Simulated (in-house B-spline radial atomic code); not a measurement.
Radial electron density of Fe²⁺, [Ar] 3d6. Level of theory: scalar-relativistic (X2C) B3LYP, spin-polarised, spherical fractional occupations, exact exchange averaged over the configuration, Fermi nucleus of rms radius 3.7377 fm; calculated with an all-electron radial atomic-structure program (B-spline basis).

One-electron X2C: radii and densities carry no picture-change correction, so inner-shell <1/r> comes out high (for 1s by about 2 % at Z = 33, 5 % at 54, 10 % at 75, 30 % at 118) and <r> low.

Columns: r (bohr), 4πr²n(r) (electrons per bohr), bar.

```
 0.00229    0.901 #
 0.00274    1.234 ##
 0.00329    1.694 ##
 0.00394    2.302 ###
 0.00473    3.123 ####
 0.00567    4.195 #####
  0.0068    5.588 #######
 0.00816    7.369 #########
 0.00978    9.575 ############
  0.0117    12.22 ###############
  0.0141    15.44 ####################
  0.0169    18.93 ########################
  0.0202    22.53 ############################
  0.0242    26.04 #################################
  0.0291    29.03 #####################################
  0.0349    30.92 #######################################
  0.0418    31.36 ########################################
  0.0501    30.28 ######################################
  0.0601    28.05 ###################################
  0.0721    25.63 ################################
  0.0865    24.32 ###############################
   0.104     25.2 ################################
   0.124     28.2 ####################################
   0.149    32.26 #########################################
   0.179     34.8 ############################################
   0.214    33.65 ###########################################
   0.257    28.32 ####################################
   0.308    20.98 ###########################
    0.37    15.01 ###################
   0.443       13 ################
   0.532    14.43 ##################
   0.637    16.43 #####################
   0.764    16.36 #####################
   0.917    13.57 #################
     1.1    9.433 ############
    1.32    5.591 #######
    1.58    2.932 ####
     1.9    1.358 ##
    2.27   0.5858 #
    2.73   0.2148 
    3.27  0.06658 
    3.92   0.0157
```

On this grid the curve has 3 maxima, near 0.0418, 0.179, 0.637 bohr.

The 3p down radial function P(r) = rR(r), positive near the nucleus:

| r (bohr) | P |
| --- | --- |
| 0.00229 | 0.001224 |
| 0.00329 | 0.002391 |
| 0.00473 | 0.004685 |
| 0.0068 | 0.009157 |
| 0.00978 | 0.01779 |
| 0.0141 | 0.03427 |
| 0.0202 | 0.06396 |
| 0.0291 | 0.1168 |
| 0.0418 | 0.2024 |
| 0.0601 | 0.3276 |
| 0.0865 | 0.4781 |
| 0.124 | 0.5918 |
| 0.179 | 0.5489 |
| 0.257 | 0.2197 |
| 0.37 | -0.3867 |
| 0.532 | -0.9755 |
| 0.764 | -1.15 |
| 1.1 | -0.8405 |
| 1.58 | -0.3901 |
| 2.27 | -0.1057 |
| 3.27 | -0.01361 |
